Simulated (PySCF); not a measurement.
Stepwise substitution at one centre (Sn F-C2H5). Isolated molecules, 0 K electronic values unless said otherwise. One relaxed conformer stands for each flexible species; it need not be the lowest. Strings in code marks are SMILES.

These are PySCF 2.14.0 with PBE0-D4/def2-TZVP // PBE0-D4/def2-SVP values and carry that method's errors. Excitations are Tamm–Dancoff values on a coarser integration grid. The basis has no diffuse functions, so Rydberg states are missing or too high.

```csv
species,HOMO (eV),S1–T1 gap (TDA) (eV),S1 oscillator strength
0 of 4 F replaced by C2H5 (`[F][Sn]([F])([F])[F]`),-12.39,–,0.000
1 of 4 F replaced by C2H5 (`C[CH2][Sn]([F])([F])[F]`),-9.51,…,0.403
2 of 4 F replaced by C2H5,-7.98,1.42,0.004
4 of 4 F replaced by C2H5,…,0.49,0.053
```

### Question
Fill in the missing entries.

### Answer

- 1 of 4 F replaced by C2H5 (`C[CH2][Sn]([F])([F])[F]`), S1–T1 gap (TDA) (eV): 1.59
- 4 of 4 F replaced by C2H5, HOMO (eV): -6.99
